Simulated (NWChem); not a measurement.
System: C₂H₂BCl; SMILES ClBC#C

Parts of the log:

```
             Northwest Computational Chemistry Package (NWChem) 7.3.0
             --------------------------------------------------------

                             Geometry "geometry" -> ""
                             -------------------------

 Output coordinates in angstroms (scale by  1.889725989 to convert to a.u.)

  No.       Tag          Charge          X              Y              Z
 ---- ---------------- ---------- -------------- -------------- --------------
    1 B                    5.0000    -0.77498600     0.08516900     0.00000000
    2 C                    6.0000    -0.13550500    -1.28654300     0.00000000
    3 C                    6.0000     0.35604500    -2.40175700     0.00000000
    4 H                    1.0000     0.79489500    -3.38437300     0.00000000
    5 Cl                  17.0000     0.22255400     1.52089800     0.00000000
    6 H                    1.0000    -1.96903400     0.23184600     0.00000000

 Effective nuclear repulsion energy (a.u.)     105.4252916955

                              NWChem Property Module
                              ----------------------

  itol2e modified to match energy
  convergence criterion.

                                 NWChem DFT Module
                                 -----------------

 Summary of "ao basis" -> "ao basis" (spherical)
 ------------------------------------------------------------------------------
       Tag                 Description            Shells   Functions and Types
 ---------------- ------------------------------  ------  ---------------------
 B                          def2-svp                 6       14   3s2p1d
 C                          def2-svp                 6       14   3s2p1d
 H                          def2-svp                 3        5   2s1p
 Cl                         def2-svp                 8       18   4s3p1d

  itol2e modified to match energy
  convergence criterion.

            General Information
            -------------------
          SCF calculation type: DFT
          Wavefunction type:  closed shell.
          No. of atoms     :     6
          No. of electrons :    36
           Alpha electrons :    18
            Beta electrons :    18
          Charge           :     0
          Spin multiplicity:     1
          Use of symmetry is: off; symmetry adaption is: off
          Maximum number of iterations: 150
          AO basis - number of functions:    70
                     number of shells:    32
          Convergence on energy requested:  1.00D-07
          Convergence on density requested:  1.00D-05
          Convergence on gradient requested:  5.00D-04

              XC Information
              --------------
                         PBE0 Method XC Functional
                     Hartree-Fock (Exact) Exchange  0.250
          PerdewBurkeErnzerhof Exchange Functional  0.750
            Perdew 1991 LDA Correlation Functional  1.000 local
           PerdewBurkeErnz. Correlation Functional  1.000 non-local

             Grid Information
             ----------------
          Grid used for XC integration:  fine
          Radial quadrature: Mura-Knowles
          Angular quadrature: Lebedev.
          Tag              B.-S. Rad. Rad. Pts. Rad. Cut. Ang. Pts.
          ---              ---------- --------- --------- ---------
          B                   0.85       70          11.0       590
          C                   0.70       70          10.0       590
          H                   0.35       60          12.0       590
          Cl                  1.00      123          12.0       770
          Grid pruning is: on
          Number of quadrature shells:   453
          Spatial weights used:  Erf1

      Superposition of Atomic Density Guess
      -------------------------------------

 Sum of atomic energies:        -560.07569295

      Non-variational initial energy
      ------------------------------

 Total energy =    -561.654779
 1-e energy   =    -977.903006
 2-e energy   =     310.822936
 HOMO         =      -0.349795
 LUMO         =      -0.058247

[...]

          -----------------------
          Electric field gradient
          -----------------------

 1 a.u. = 0.324123 10**(16) esu/cm**3  ( or statvolts/cm**2 ) = 0.97174 10**(22) v/m**2

 ------------------------------------------------------------
   Atom      X         Y         Z
 ------------------------------------------------------------
    1 B   -1.46451   0.16095   0.00000
 ------------------------------------------------------------

 Electric field gradient in molecular frame (a.u.)
         XX             YY             ZZ             XY             XZ             YZ
 ------------------------------------------------------------------------------------------
        0.254951       0.147615      -0.402567      -0.097692       0.000000       0.000000

 Principal components (a.u.) and orientation
 of principal axis w.r.t. absolute frame                      Asymmetry parameter eta
 --------------------------------------------------------------------------------------
       -0.402567       0.312746       0.089821                       0.553759

       -0.000000       0.860665       0.509172
       -0.000000      -0.509172       0.860665
        1.000000      -0.000000       0.000000

 ------------------------------------------------------------
   Atom      X         Y         Z
 ------------------------------------------------------------
    2 C   -0.25607  -2.43121   0.00000
 ------------------------------------------------------------

 Electric field gradient in molecular frame (a.u.)
         XX             YY             ZZ             XY             XZ             YZ
 ------------------------------------------------------------------------------------------
       -0.092291       0.207518      -0.115227      -0.166663       0.000000      -0.000000

 Principal components (a.u.) and orientation
 of principal axis w.r.t. absolute frame                      Asymmetry parameter eta
 --------------------------------------------------------------------------------------
        0.281775      -0.166547      -0.115227                       0.182132

       -0.406978       0.913438       0.000000
        0.913438       0.406978       0.000000
       -0.000000      -0.000000       1.000000

 ------------------------------------------------------------
   Atom      X         Y         Z
 ------------------------------------------------------------
    3 C    0.67283  -4.53866   0.00000
 ------------------------------------------------------------

 Electric field gradient in molecular frame (a.u.)
         XX             YY             ZZ             XY             XZ             YZ
 ------------------------------------------------------------------------------------------
        0.062577       0.208302      -0.270878      -0.081426      -0.000000      -0.000000

 Principal components (a.u.) and orientation
 of principal axis w.r.t. absolute frame                      Asymmetry parameter eta
 --------------------------------------------------------------------------------------
       -0.270878       0.244706       0.026173                       0.806758

        0.000000      -0.408147       0.912916
        0.000000       0.912916       0.408147
        1.000000      -0.000000      -0.000000

 ------------------------------------------------------------
   Atom      X         Y         Z
 ------------------------------------------------------------
    4 H    1.50213  -6.39554   0.00000
 ------------------------------------------------------------

 Electric field gradient in molecular frame (a.u.)
         XX             YY             ZZ             XY             XZ             YZ
 ------------------------------------------------------------------------------------------
        0.091311      -0.257759       0.166448       0.194560      -0.000000       0.000000

 Principal components (a.u.) and orientation
 of principal axis w.r.t. absolute frame                      Asymmetry parameter eta
 --------------------------------------------------------------------------------------
       -0.344597       0.178149       0.166448                       0.033957

       -0.407577       0.913171       0.000000
        0.913171       0.407577       0.000000
       -0.000000      -0.000000       1.000000

 ------------------------------------------------------------
   Atom      X         Y         Z
 ------------------------------------------------------------
    5 Cl   0.42057   2.87408   0.00000
 ------------------------------------------------------------

 Electric field gradient in molecular frame (a.u.)
         XX             YY             ZZ             XY             XZ             YZ
 ------------------------------------------------------------------------------------------
        0.615779      -0.710994       0.095216      -1.659520       0.000000      -0.000000

 Principal components (a.u.) and orientation
 of principal axis w.r.t. absolute frame                      Asymmetry parameter eta
 --------------------------------------------------------------------------------------
       -1.834809       1.739593       0.095216                       0.896212

        0.560719       0.828006      -0.000000
        0.828006      -0.560719       0.000000
        0.000000       0.000000       1.000000

 ------------------------------------------------------------
   Atom      X         Y         Z
 ------------------------------------------------------------
    6 H   -3.72093   0.43813   0.00000
 ------------------------------------------------------------

 Electric field gradient in molecular frame (a.u.)
         XX             YY             ZZ             XY             XZ             YZ
 ------------------------------------------------------------------------------------------
       -0.217555       0.111832       0.105723       0.042386       0.000000      -0.000000

[...]
```

Level: PBE0/def2-SVP. Coordinates come from a PBE0/def2-SVP optimisation. NWChem prints the field gradient with the sign opposite to the second derivative of the potential.

Problem. Write an input that gives this output.

Solution. One answer among several that fit: the input that was run:
```
start job
memory heap 200 mb stack 900 mb global 1100 mb
geometry units angstroms noautosym nocenter noautoz
  B     -0.774986     0.085169     0.000000
  C     -0.135505    -1.286543     0.000000
  C      0.356045    -2.401757     0.000000
  H      0.794895    -3.384373     0.000000
  Cl     0.222554     1.520898     0.000000
  H     -1.969034     0.231846     0.000000
end
basis spherical
  B library def2-svp
  C library def2-svp
  H library def2-svp
  Cl library def2-svp
end
dft
  xc pbe0
  iterations 150
end
property
  efieldgrad
end
task dft property
```
